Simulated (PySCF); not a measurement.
Working out the ionisation energy of Kr⁺

Kr⁺ [Ar] 3d10 4s2 4p5 (2P) → Kr²⁺ [Ar] 3d10 4s2 4p4 (3P). Computed with PySCF 2.14 in aug-cc-pVQZ-DK (8s7p5d3f2g, 93 functions), with the spin-free X2C one-electron Hamiltonian (Gaussian nucleus). Frozen: [Ar] 3d10. Energies in hartree (1 hartree = 27.21139 eV):

| part | Kr⁺ (lower) | Kr²⁺ (upper) |
| --- | --- | --- |
| UHF | -2787.700864 | -2786.847205 |
| CCSD correlation | -0.174126 | -0.137855 |
| (T) | -0.005112 | -0.003661 |

Problem. What does Hartree-Fock give?

Solution. (-2786.847205) − (-2787.700864) = 0.853659 hartree = 23.229 eV.

Problem. What do CCSD and CCSD(T) give?

Solution. The CCSD correlation energies differ by 0.036271 hartree = 0.987 eV and the triples by 0.001451 hartree = 0.039 eV, so CCSD gives 24.216 eV and CCSD(T) 24.255 eV.

A first-order spin-orbit estimate adds -0.023 eV to CCSD(T) (valence), giving 24.232 eV against 24.360 eV (measured; NIST Atomic Spectra Database, ionization energies).

What remains against the reference includes basis incompleteness, the frozen core and higher excitations.
